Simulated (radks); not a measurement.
The numbers below are computed, except where a source is named.
Problem. Coherent X-ray form factor from a spherical all-electron density. Code: a radial shooting solver on a logarithmic mesh with Libxc functionals. Model: scalar-relativistic Kohn-Sham, PBEsol, spin-polarised, spherical densities, finite nucleus; Fermi nuclear charge, rms radius of each element as measured or else 0.836 A^(1/3) + 0.57 fm.

sin(theta)/lambda (1/angstrom)  f0 (electrons)
0.05                                    47.518
0.1                                     46.150
0.15                                    44.104
0.2                                     41.641
0.25                                    39.001
0.3                                     36.363
0.4                                     31.493
0.5                                     27.424
0.6                                     24.194
0.8                                     19.786
1                                       16.981
1.25                                    14.211
1.5                                     11.708
2                                        7.915

The species is in the configuration that NIST lists as its ground one. Which atom or ion scatters so?

Solution. The tellurium ion Te4+, [Kr] 4d10 5s2. Extrapolating in s^2 from the first two rows gives f0(0) = 48.0, near the electron count 48; among species with that count, the fall with angle is slower the higher Z, and the table is that of Z = 52; from so few rows the species is fixed only to a neighbour or two.
